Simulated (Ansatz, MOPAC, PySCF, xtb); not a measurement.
Noncovalent pair: HF (SMILES F) (first 2 atoms) with C2H4 (SMILES C=C); geometry from B3LYP-D3(BJ)/def2-TZVP, rigid monomers moved along the line of their centres of mass till H2···C4 is 2.02 Å.
(charge 0, multiplicity 1):
```xyz
8

F     -0.044     0.400    -0.270
H     -0.018     0.283     0.658
C      0.401    -0.502     2.467
C     -0.332     0.595     2.625
H     -0.054    -1.480     2.362
H      1.483    -0.465     2.447
H      0.122     1.571     2.740
H     -1.415     0.556     2.655
```

Counterpoise-corrected where a basis set is named; no monomer relaxation.

The state reached by AM1, PM7 isn't checked; PM7 holds dispersion and hydrogen-bond terms.

Programs: Ansatz (Gaussian basis) for Hartree–Fock, density functionals and correlated methods; MOPAC for AM1, PM7 (differences of heats of formation); PySCF for the dispersion terms; xtb for the GFN methods. 

One of these levels gives 1.63 kcal/mol for the interaction energy. Which one is it?
A. AM1
B. PBE-D3(BJ)/def2-TZVPPD
C. GFN-FF
D. PM7

D, PM7. The others give -0.57 (GFN-FF), 3.81 (AM1), -5.31 (PBE-D3(BJ)/def2-TZVPPD)

Ansatz is a program for electronic structure.
